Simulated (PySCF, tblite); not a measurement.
Compound: C7H7NO.
Numbering: `[N:1]#[C:2][CH2:3][C@@H:4]1[CH:5]=[CH:6][C:7](=[O:8])[CH2:9]1` (hydrogens: H10, H11 on C3; H12 on C4; H13 on C5; H14 on C6; H15, H16 on C9)

Computed with GFN2-xTB (tblite), gas phase: nudged elastic band of 9 images (0 to 8), spring 0.2 eV/Å², climbing image at the end, force threshold 0.05 eV/Å. The top image wasn't refined or checked by frequencies; at this threshold it can lie a kcal/mol or more above the true saddle point of the method.

Path: rotation about C3–C4 (sp3 carbon next to a nitrile, allylic carbon), followed by the dihedral C2–C3–C4–C9.

Image 0 (start, dihedral 180°):
```
atom  x, y, z in Å
N1     -3.551    0.603    0.521
C2     -2.634    0.096    0.066
C3     -1.464   -0.542   -0.482
C4     -0.242   -0.327    0.432
C5      0.123    1.125    0.529
C6      1.370    1.375    0.139
C7      2.044    0.136   -0.277
O8      3.176    0.011   -0.671
C9      1.029   -0.990   -0.114
H10    -1.671   -1.611   -0.584
H11    -1.269   -0.125   -1.474
H12    -0.491   -0.707    1.429
H13    -0.595    1.848    0.881
H14     1.863    2.330    0.115
H15     1.434   -1.744    0.560
H16     0.870   -1.470   -1.080
```

Image 8 (end, +0.018 eV, dihedral -59°):
```
atom  x, y, z in Å
N1     -2.089    1.012   -1.808
C2     -1.876    0.231   -1.002
C3     -1.591   -0.750    0.016
C4     -0.156   -0.589    0.551
C5      0.081    0.787    1.104
C6      1.150    1.379    0.581
C7      1.801    0.501   -0.405
O8      2.827    0.702   -1.002
C9      0.924   -0.739   -0.527
H10    -2.313   -0.624    0.828
H11    -1.723   -1.748   -0.413
H12    -0.017   -1.328    1.348
H13    -0.577    1.204    1.849
H14     1.531    2.356    0.817
H15     1.524   -1.641   -0.417
H16     0.494   -0.746   -1.531
```

**Question.** What do the inner images look like?

**Answer.** 
Image 1: +0.020 eV, dihedral -166°
```
atom  x, y, z in Å
N1     -3.414    0.917    0.319
C2     -2.566    0.228   -0.014
C3     -1.474   -0.617   -0.430
C4     -0.227   -0.385    0.445
C5      0.090    1.076    0.582
C6      1.319    1.383    0.177
C7      2.025    0.183   -0.299
O8      3.151    0.109   -0.722
C9      1.050   -0.982   -0.159
H10    -1.792   -1.661   -0.364
H11    -1.248   -0.384   -1.475
H12    -0.427   -0.797    1.440
H13    -0.646    1.757    0.976
H14     1.772    2.357    0.187
H15     1.495   -1.753    0.469
H16     0.885   -1.423   -1.143
```

Image 2: +0.071 eV, dihedral -151°
```
atom  x, y, z in Å
N1     -3.256    1.164    0.044
C2     -2.485    0.340   -0.131
C3     -1.490   -0.676   -0.370
C4     -0.212   -0.436    0.466
C5      0.070    1.026    0.659
C6      1.272    1.388    0.221
C7      1.995    0.234   -0.334
O8      3.104    0.212   -0.802
C9      1.062   -0.968   -0.203
H10    -1.922   -1.653   -0.136
H11    -1.254   -0.649   -1.437
H12    -0.359   -0.892    1.451
H13    -0.663    1.668    1.117
H14     1.694    2.376    0.258
H15     1.554   -1.744    0.382
H16     0.882   -1.381   -1.196
```

Image 3: +0.124 eV, dihedral -135°
```
atom  x, y, z in Å
N1     -3.068    1.341   -0.255
C2     -2.385    0.425   -0.268
C3     -1.509   -0.721   -0.305
C4     -0.199   -0.482    0.487
C5      0.058    0.977    0.739
C6      1.229    1.393    0.267
C7      1.958    0.285   -0.366
O8      3.049    0.313   -0.876
C9      1.065   -0.947   -0.250
H10    -2.052   -1.583    0.091
H11    -1.288   -0.916   -1.358
H12    -0.290   -0.987    1.455
H13    -0.667    1.579    1.261
H14     1.625    2.390    0.330
H15     1.600   -1.730    0.289
H16     0.864   -1.329   -1.251
```

Image 4 (top): +0.146 eV, dihedral -120°
```
atom  x, y, z in Å
N1     -2.848    1.448   -0.558
C2     -2.264    0.476   -0.418
C3     -1.527   -0.752   -0.240
C4     -0.186   -0.523    0.506
C5      0.048    0.929    0.818
C6      1.188    1.395    0.318
C7      1.918    0.335   -0.393
O8      2.987    0.412   -0.942
C9      1.058   -0.922   -0.299
H10    -2.165   -1.452    0.304
H11    -1.347   -1.169   -1.234
H12    -0.223   -1.079    1.449
H13    -0.669    1.492    1.393
H14     1.562    2.398    0.406
H15     1.631   -1.714    0.186
H16     0.829   -1.264   -1.308
```

Image 5: +0.127 eV, dihedral -104°
```
atom  x, y, z in Å
N1     -2.611    1.479   -0.868
C2     -2.133    0.484   -0.573
C3     -1.541   -0.770   -0.174
C4     -0.175   -0.559    0.526
C5      0.042    0.882    0.897
C6      1.154    1.393    0.375
C7      1.873    0.383   -0.415
O8      2.918    0.509   -1.001
C9      1.040   -0.892   -0.350
H10    -2.248   -1.271    0.491
H11    -1.425   -1.390   -1.066
H12    -0.164   -1.167    1.436
H13    -0.666    1.408    1.516
H14     1.513    2.400    0.490
H15     1.644   -1.697    0.069
H16     0.771   -1.184   -1.365
```

Image 6: +0.082 eV, dihedral -89°
```
atom  x, y, z in Å
N1     -2.379    1.428   -1.186
C2     -2.008    0.449   -0.728
C3     -1.554   -0.773   -0.110
C4     -0.166   -0.586    0.544
C5      0.046    0.838    0.977
C6      1.130    1.389    0.438
C7      1.827    0.431   -0.433
O8      2.843    0.602   -1.055
C9      1.010   -0.856   -0.402
H10    -2.298   -1.058    0.638
H11    -1.515   -1.560   -0.868
H12    -0.115   -1.246    1.417
H13    -0.647    1.326    1.643
H14     1.483    2.394    0.586
H15     1.641   -1.676   -0.056
H16     0.694   -1.093   -1.417
```

Image 7: +0.038 eV, dihedral -73°
```
atom  x, y, z in Å
N1     -2.165    1.286   -1.514
C2     -1.899    0.374   -0.879
C3     -1.567   -0.759   -0.050
C4     -0.160   -0.603    0.560
C5      0.063    0.796    1.061
C6      1.120    1.383    0.508
C7      1.781    0.479   -0.447
O8      2.767    0.694   -1.102
C9      0.972   -0.813   -0.453
H10    -2.319   -0.824    0.742
H11    -1.620   -1.670   -0.652
H12    -0.077   -1.314    1.389
H13    -0.604    1.241    1.780
H14     1.476    2.379    0.695
H15     1.621   -1.649   -0.187
H16     0.604   -0.991   -1.463
```

The largest changes of bonds and angles from start to top: C3–C4 1.541 → 1.552 Å, C4–C5 1.501 → 1.504 Å, C3–C4–C9 112.7 → 114.2°, C2–C3–H11 108.7 → 107.3°, N1–C2–C3 178.8 → 180.0°. GFN2-xTB torsional profiles can miss by a kcal/mol or more and can put conformers in the wrong order.

**Question.** What do single points at PBE0/pcSseg-1 (PySCF, no dispersion term) give on some images?

**Answer.** 
```
image  GFN2-xTB E (eV)  DFT E (eV)  HOMO (eV)  LUMO (eV)  dipole (D)
    0            0.000       0.000      -7.54      -1.83        1.35
    2            0.071       0.096      -7.52      -1.78        2.78
    4            0.146       0.227      -7.46      -1.73        4.13
    6            0.082       0.152      -7.41      -1.71        5.18
    8            0.018       0.032      -7.41      -1.72        5.67
```

Energies count from image 0 at each level. At the GFN2-xTB top the DFT energy is 5.2 kcal/mol against 3.4; the geometries weren't optimised at the DFT level.

What follows is the cost of the whole band run. Time: 6.1 s; peak memory 0.19 GiB. Hardware: one thread of an Arm Neoverse N1, shared host with 32 logical CPUs at a one-minute load of 16.
